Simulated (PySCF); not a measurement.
## Molecular orbitals of KTl

PBE at R = 3.778 Å; PySCF, scalar-relativistic core potentials, basis sets K def2-SVPD, Tl def2-SVPD with ECP60. State: ¹Σ⁺ (singlet), closed shell. Only the outer orbitals are listed, counted within each symmetry, core potentials removing the inner ones.

```tsv
orbital	occ.	ε (eV)	on K (%)	main shells (%)
1δ	2	-15.37	0	100 Tl d
1δ	2	-15.37	0	100 Tl d
4π	2	-15.06	0	100 Tl d
4π	2	-15.06	0	100 Tl d
8σ	2	-14.97	0	100 Tl d
9σ	2	-9.12	2	98 Tl s
10σ	2	-2.55	48	53 Tl p, 47 K s
5π	0	-2.22	7	92 Tl p
5π	0	-2.22	7	92 Tl p
11σ	0	-1.51	66	45 K s, 28 Tl p, 20 K p
```

**Question.** Which are the highest filled and the lowest empty level, where do they sit, and how wide is the gap?

**Answer.** Highest filled 10σ at -2.55 eV (in %: 53 Tl p, 47 K s); lowest empty 5π at -2.22 eV (in %: 92 Tl p); the gap at PBE is 0.33 eV.

```
bond order (Mayer)                              : 1.02
⟨S²⟩                                            : 0.000
charge on K (Mulliken, basis-dependent)         : 0.02
charge on K (Löwdin, basis-dependent)           : 0.12
dipole moment (positive dipole means K(−)Tl(+)) : -2.03 D
polarisability along the bond                   : 491.0 bohr³
polarisability across the bond                  : 234.9 bohr³
```

Closed-shell solutions of metal pairs were not tested for spin polarisation, which can lower them a little. Spin–orbit coupling is left out, which matters for elements this heavy, above all for dissociation energies.
